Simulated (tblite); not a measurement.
C6H12O2 (charge +1 and doublet state).
Geometry (GFN2-xTB, Å), atoms numbered from 1 in this order:
```
atom  x, y, z in Å
C1     3.218   -0.234   -0.003
C2     1.732   -0.357    0.012
O3     1.115   -0.668    1.024
O4     1.164   -0.080   -1.131
C5    -0.247   -0.270   -1.304
C6    -1.086    0.035   -0.064
C7    -1.200    1.496    0.283
C8    -2.353   -0.763    0.048
H9     3.506    0.628    0.601
H10    3.663   -1.112    0.461
H11    3.575   -0.111   -1.022
H12   -0.401   -1.304   -1.634
H13   -0.508    0.406   -2.126
H14   -0.364   -0.402    0.754
H15   -1.562    1.635    1.300
H16   -1.929    1.973   -0.376
H17   -0.254    2.021    0.168
H18   -3.023   -0.515   -0.780
H19   -2.171   -1.835   -0.002
H20   -2.881   -0.532    0.970
```

All values are computed: GFN2-xTB (tblite) harmonic vibrations without scaling, gas phase. Against measured fundamentals such values can be off by several per cent, at times by over 20. One conformer, not necessarily the lowest. Open shells enter through the occupations alone, without spin polarisation, and single modes of such species can be off by tens of per cent.

Harmonic wavenumbers (cm⁻¹): 35.6, 69.8, 130.6, 148.5, 170.1, 191.2, 221.0, 295.2, 337.4, 387.1, 472.7, 500.6, 587.3, 686.0, 831.9, 878.8, 915.2, 923.5, 966.6, 982.6, 988.7, 1001.8, 1031.4, 1087.9, 1094.7, 1122.1, 1167.2, 1202.0, 1221.4, 1253.1, 1310.7, 1348.6, 1370.9, 1386.6, 1388.8, 1396.4, 1405.2, 1413.7, 1420.4, 1437.1, 1457.0, 1598.8, 2065.2, 2937.6, 2944.2, 2961.4, 2971.7, 3002.6, 3030.5, 3039.3, 3039.6, 3046.0, 3054.9, 3064.9.

A = 3943, B = 1206, C = 1176 MHz; mass 116.084 u (most abundant isotopes); point group C1, symmetry number 1; spin multiplicity 2.

Task: Zero-point energy?

Result: ½Σν̃ = 36497 cm⁻¹ = 104.35 kcal/mol.

Task: Give the ideal-gas entropy at 500 K and 1 bar in the rigid-rotor, harmonic-oscillator model (classical rotation).

Result: Translation 42.76, rotation 29.98, vibration 49.39, spin (R ln 2) 1.38: S = 123.5 cal/(mol K).

Task: And Cp and H(500 K) − H(0)?

Result: Cp = 56.95 cal/(mol K), of which vibrations give 49.00 (their classical limit is 54 R = 107.3); H(500 K) − H(0) = 16.49 kcal/mol without the zero-point energy, 12.51 from vibrations.

Task: What must be added to the electronic energy to get the Gibbs energy at 500 K and 1 bar?

Result: ZPE + [H(500 K) − H(0)] − T·S = 104.35 + 16.49 − 61.75 = 59.09 kcal/mol.

Task: Which modes carry the vibrational entropy at 500 K?

Result: 35.6 cm⁻¹: 6.52; 69.8 cm⁻¹: 5.18; 130.6 cm⁻¹: 3.94; 148.5 cm⁻¹: 3.69; 170.1 cm⁻¹: 3.43; 191.2 cm⁻¹: 3.20 cal/(mol K); the other 48 give 23.43 together.

Task: Blend soft modes into free rotors: weight 1/[1 + (100 cm⁻¹/ν̃)⁴] for the oscillator and the rest for a rotor with moment μB/(μ + B), μ = h/(8π²ν), B = 10⁻⁴⁴ kg m². What vibrational entropy results?

Result: 45.68 cal/(mol K) in place of 49.39, which changes −T·S at 500 K by +1.85 kcal/mol.

Task: How do the functions run with temperature in this model?

Result: 
```tsv
T (K)	S (cal/(mol K))	Cp (cal/(mol K))	H − H(0) (kcal/mol)	G − H(0) (kcal/mol)	ln q(vib)
50	59.3	13.2	0.51	-2.46	0.64
100	70.4	19.2	1.32	-5.71	1.89
298.15	99.4	37.4	6.90	-22.73	7.14
373.15	108.6	45.1	9.99	-30.53	9.05
750	150.1	74.0	33.02	-79.54	18.45
1000	173.0	85.2	53.02	-120.00	24.32
```

q(vib) and H(0) count from the zero-point level.

Hindered rotation and anharmonicity are outside this model. Other conformers, if any are populated, would add a mixing term that is left out. The structure is chiral; the term R ln 2 for an equal mix with its mirror image is left out.
